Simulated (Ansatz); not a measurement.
diphosphane (H4P2), singlet, geometry from GFN2-xTB; BLYP/6-31G* (Ansatz, a quantum-chemistry and plane-wave program).

Ansatz was given this input:
Ansatz 0.2 input:
```yaml
crystal:
  periodic: [false, false, false]
  atoms:
    - {symbol: P, position_ang: [-0.96539623, -0.47513455, -0.03279552]}
    - {symbol: P, position_ang: [0.96539623, 0.47513455, 0.03279552]}
    - {symbol: H, position_ang: [-1.49020664, 0.30760915, 0.99617880]}
    - {symbol: H, position_ang: [-1.46238425, 0.38946218, -1.00869367]}
    - {symbol: H, position_ang: [1.46238425, -0.38946218, 1.00869367]}
    - {symbol: H, position_ang: [1.49020664, -0.30760915, -0.99617880]}
basis:
  gaussian:
    orbitals: 6-31G*
hamiltonian:
  xc: blyp
```

It wrote (shortened):

```
Functional definition: BLYP
458 factors; integrals over basis functions are off by at most 8.6e-4 eV
mean field evaluation 1: about -18639.6300 eV, gradient 1.5e1 eV
mean field evaluation 2: about -18639.9106 eV, gradient 1.4e1 eV
mean field evaluation 4: about -18640.6012 eV, gradient 4.8e-1 eV
mean field evaluation 8: about -18640.5929 eV, gradient 5.7e-3 eV
mean field -18640.59285228 eV, -685.0291522737 hartree, gradient 1.9e-5 eV, S^2 0.000000; 0 other end points of the search recorded, 0 dependent functions left out
reference -18640.59314118 eV, -685.0291628906 hartree; 17, 17 occupied and 29, 29 virtual orbitals, 458 factors
Total energy: -18640.59314118 eV, -685.0291628906 hartree
```
